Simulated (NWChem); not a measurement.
## Atomisation of H₂BF₃O₂Si

SMILES: OB(O)[Si](F)(F)F
```xyz
9

Si     0.6569     0.0966     0.0121
F      0.7332     1.7127    -0.2434
F      1.4295    -0.1879     1.4126
F      1.5477    -0.6017    -1.1530
B     -1.3112    -0.3495    -0.0026
O     -1.7286    -1.6325     0.1592
O     -2.2147     0.6645    -0.1777
H     -2.7043    -1.7014     0.1313
H     -1.7829     1.5327    -0.2861
```
Charge 0, spin multiplicity 1.

The numbers come from NWChem runs, not from measurements. The geometry was optimised at PBE/def2-SVP, with no frequency check, so it may be a saddle point. It is one conformer; others weren't searched.

Basis set: def2-SVP. The atomisation energy is electronic alone: no zero-point, thermal, spin-orbit or counterpoise terms. No value is extrapolated to the basis-set limit. Free atoms are single determinants with multiplicities Si 3, F 2, B 2, O 3, H 2.

The structure started from a generated list of species. The stability of the SCF solutions was not checked. Open-shell Hartree-Fock references start from PBE0 orbitals.

### Question
Order these methods by the atomisation energy they give, lowest first: HF, PBE0, BLYP, PBE.

### Answer
HF (696.7 kcal/mol), PBE0 (955.0 kcal/mol), BLYP (967.8 kcal/mol), PBE (991.5 kcal/mol)
